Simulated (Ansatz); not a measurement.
`C[SiH](S)Cl` + Cl• → `C[SiH]([S])Cl`• + HCl at 400 K and 1 bar (hydrogen abstraction from the S–H bond).

Program: Ansatz. Geometries: PBE0-D4/def2-TZVP. ΔE: electronic, gas phase. CCSD(T)/CBS is the MP2 limit (def2-TZVPP, def2-QZVPP) plus CCSD(T) − MP2 in def2-TZVPP, frozen cores. This one scheme is used for every species, atoms too. No spin–orbit coupling; open shells (•) take unrestricted orbitals. Spin–orbit coupling would lower the free atoms: a little for Cl. Each species was taken in one conformer, which may not be the lowest.

| species | CCSD(T)/CBS energy (Eh) | H − E (kJ/mol) | S (J/(mol·K)) |
| --- | --- | --- | --- |
| `C[SiH](S)Cl` | -1187.79090 | 181.3 | 373.8 |
| Cl• | -459.70966 | 8.3 | 174.4 |
| `C[SiH]([S])Cl`• | -1187.13928 | 155.5 | 369.5 |
| HCl | -460.38127 | 29.6 | 195.4 |

H − E and S are ideal-gas, rigid-rotor, harmonic terms from PBE0-D4/def2-TZVP, for one conformer and one mirror image of each species, with the whole ground term of open shells counted as degenerate. 1 Eh = 2625.50 kJ/mol, R = 8.31446 J/(mol·K).

Q: By hand: ΔE, ΔH, ΔS and ΔG.

A: ΔE = (-1187.13928) + (-460.38127) − (-1187.79090) − (-459.70966) = -0.01999 Eh = -52.5 kJ/mol. Δ(H − E) = 155.5 + 29.6 − 181.3 − 8.3 = -4.5, so ΔH = -57.0 kJ/mol. ΔS = 369.5 + 195.4 − 373.8 − 174.4 = 16.7 J/(mol·K). ΔG = -57.0 − 400 × (16.7)/1000 = -63.7 kJ/mol.

Q: By hand: the equilibrium constant, and the temperature at which ΔG would vanish if ΔH and ΔS stayed fixed.

A: log₁₀ K = −ΔG/(RT ln 10) = 8.3. ΔH and −TΔS have one sign here, so there is no such temperature.

ΔH outweighs TΔS. A doubt of 5 kJ/mol in ΔE shifts log₁₀ K by 0.7 here. Other conformers and mirror images would add mixing entropy, several J/(mol·K) or more a flexible species. These are equilibria of isolated gas molecules and say nothing of rates. Largest T1 diagnostic: 0.012 (customary marks: 0.02 for closed shells, 0.045 for open ones).
